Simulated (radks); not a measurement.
Results of a calculation; reference values are marked as such.
Problem. The samarium ion Sm3+, configuration [Kr] 4d10 4f5 5s2 5p5.5 6s0.5 (fractional occupations, a model configuration). Code: a radial shooting solver on a logarithmic mesh with Libxc functionals. Model: non-relativistic Kohn-Sham, LDA (Slater exchange, Perdew-Zunger correlation), spin-polarised, spherical densities, point nucleus; open shells are filled with parallel spins first (spin-orbit coupling, left out, can overturn this in heavy ions); relativity is left out, which matters for an element this heavy. Some entries of the table are withheld. Estimate them.

orbital  occ.  eigenvalue (hartree)  <r^2> (bohr^2)
1s up       1             -1618.451       0.0008019
1s down     1             -1618.449       0.0008019
2s up       1             -256.7859         0.01280
2s down     1             -256.7814         0.01280
2p up       3             -244.0125        0.009527
2p down     3             -244.0090        0.009527
3s up       1             -57.08049         0.08372
3s down     1             -56.99898         0.08361
3p up       3             -51.42947         0.07859
3p down     3             -51.35431         0.07846
3d up       5             -40.86185         0.06324
3d down     5             -40.80565         0.06310
4s up       1             -12.20089          0.4226
4s down     1             -12.04302          0.4229
4p up       3             -10.02505          0.4475
4p down     3              -9.86807          0.4479
4d up       5              -6.15756          0.5152
4d down     5              -6.00274          0.5169
5s up       1              -2.54084           2.323
5s down     1              -2.45803           2.375
5p up       3              -1.92433           2.852
5p down   2.5              -1.85369           2.931
4f up       5              -1.50753          0.9168
4f down     0              -1.36506          0.9705
5d up       0              -1.01525           5.110
5d down     0              -0.96901           5.294
6s up     0.5              -0.83341           11.74
6s down     0              -0.79942           12.05
6p up       0              -0.67082             (1)
6p down     0              -0.63980             (2)
7s up       0                   (3)           39.84
5f up       0              -0.39432             (4)
7s down     0                   (5)           41.73
5f down     0              -0.37148             (6)

Solution. 
(1) 6p up <r^2> (bohr^2): 15.06
(2) 6p down <r^2> (bohr^2): 15.69
(3) 7s up eigenvalue (hartree): -0.39739
(4) 5f up <r^2> (bohr^2): 20.14
(5) 7s down eigenvalue (hartree): -0.38631
(6) 5f down <r^2> (bohr^2): 22.05
